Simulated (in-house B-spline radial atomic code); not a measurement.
Configurations of La III (La2+), with energies counted from [Xe] 5d1. Method: scalar-relativistic (X2C) HSE06, spin-polarised, spherical fractional occupations, exact exchange averaged over the configuration, Fermi nucleus of rms radius 4.855 fm. Calculated with a radial B-spline atomic code at the basis-set limit. Shells without spins written out take the highest spin.

Occupations are held fixed; configurations that lie above the ionisation limit could autoionise.

```tsv
configuration	E - E(ref) (eV)	highest orbital	its <r> (bohr)
[Xe] 6s1	1.5305	6s up	3.685
[Xe] 6d1	9.8142	6d up	5.997
[Xe] 5f1	11.158	5f up	5.849
[Xe] 6f1	13.79	6f up	10.01
[Kr] 4d10 5s2 5p5 5d1 6s1	21.783	6s up	3.582
```

Q: Order these further configurations by energy, lowest first.
A. [Kr] 4d10 5s2 5p5 5d1 6p1
B. [Xe] 6p1
C. [Kr] 4d9 5s2 5p6 5d1 5f1
D. [Kr] 4d10 4f1 5s2 5p5 5d1
E. [Kr] 4d10 5s2 5p5 5d2

A: B (5.2672 eV), D (18.571 eV), E (19.434 eV), A (25.781 eV), C (118.79 eV).

Q: How far above the reference does [Kr] 4d9 5s2 5p6 5d2 lie?

A: 105.85 eV; its least bound orbital is 5d up with <r> = 2.404 bohr.
